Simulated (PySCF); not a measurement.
Predicted spectroscopic data

Level of theory: σ from GIAO-PBE0/pcSseg-1, geometry: GFN2-xTB, in PySCF (averaged over atoms made equivalent by symmetry, fast rotation or ring inversion, no solvent, one conformer, non-relativistic Hamiltonian).

Chemical shifts δ = σref − σ; TMS for ¹H (σref 31.72) and ¹³C (σref 186.93), all at this level. Splittings of carbon signals by F and P are missing where no couplings were computed. Where no couplings were computed, multiplicities follow the n + 1 count of equivalent neighbours, and m marks all less simple cases (inequivalent or close neighbours, rings, F or P nearby). Shifts are as computed. Against solution values, carbons near 30 ppm lie about +3 ppm off and those near 130 ppm about +5 ppm. Of 1211 compounds with measured shifts, 218 miss one by over three times the rms of a fit or turn the order of signals round; such compounds aren't used in these exercises.

Compound 1 (C6H11N3O). ¹H NMR (500 MHz, computed): δ 4.26 (s, 3H), 3.73 (q, 2H), 2.38 (s, 3H), 1.20 (t, 3H). ¹³C{¹H} NMR (computed): δ 165.5, 148.7, 58.1, 38.9, 18.0, 13.3. Structure: SMILES c1(OC)n(CC)c(C)nn1.

Compound 2 (C7H11OP). ¹H NMR (500 MHz, computed): δ 6.92 (m, 2H), 6.38 (m, 2H), 3.02 (m, 1H), 2.62 (m, 1H), 1.95 (m, 2H), 0.78 (m, 3H). ¹³C{¹H} NMR (computed): δ 148.5 (CH), 133.6 (CH), 35.1 (CH2), 32.0 (CH2), 7.5 (CH3). Structure: `InChI=1S/C7H11OP/c1-2-9(8)6-4-3-5-7-9/h4-7H,2-3H2,1H3`.
